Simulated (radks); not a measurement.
The numbers below are computed, except where a source is named.
Species: Tb XIX. Configuration: [Kr] 4d10 4f1.

Level of theory: scalar-relativistic Kohn-Sham, PBEsol, spin-polarised, spherical densities, finite nucleus; open shells are filled with parallel spins first (spin-orbit coupling, left out, can overturn this in heavy ions); Fermi nuclear charge, rms radius 5.06 fm (a radial shooting solver on a logarithmic mesh with Libxc functionals).

Energy parts (hartree):
| part | energy |
|---|---|
| total | -11593.1931 |
| kinetic | 12483.6673 |
| electron-nucleus | -27544.2927 |
| Hartree | 3702.9642 |
| exchange-correlation | -235.5319 |

Orbitals (lengths in bohr, moments of r in powers of bohr; <r^-3> diverges for s and p1/2):
orbital  occ.  eigenvalue (hartree)  <r^-3>
1s up       1             -1921.028       -
1s down     1             -1921.029       -
2s up       1             -332.1141       -
2s down     1             -332.1133       -
2p up       3             -296.9840   12090
2p down     3             -296.9836   12090
3s up       1             -86.53084       -
3s down     1             -86.50376       -
3p up       3             -75.69232    2559
3p down     3             -75.66546    2561
3d up       5             -61.55662   343.6
3d down     5             -61.53597   343.8
4s up       1             -29.42618       -
4s down     1             -29.37488       -
4p up       3             -25.71380   634.3
4p down     3             -25.66375   633.6
4d up       5             -20.61724   76.54
4d down     5             -20.56793   76.43
4f up       1             -14.98162   14.85
4f down     0             -14.93005   14.83
5s up       0             -13.91030       -
5s down     0             -13.87961       -
5p up       0             -12.51818   199.1
5p down     0             -12.48977   198.4

The highest occupied level is 4f up at -407.67 eV. Summed over all electrons, <r^2> = 7.961 bohr^2, which gives a Langevin (diamagnetic) susceptibility term of -6.31 x 10^-6 cm^3/mol. The spin density at the nucleus is -3.099 e/bohr^3 (1s 0.015, 2s -0.361, 3s -4.668, 4s 1.914). The electron density at the nucleus is 7.189e+05 e/bohr^3 (large components only). Spin moment in Bohr magnetons: 1. The density falls to 0.001 e/bohr^3 at r = 1.58 bohr.
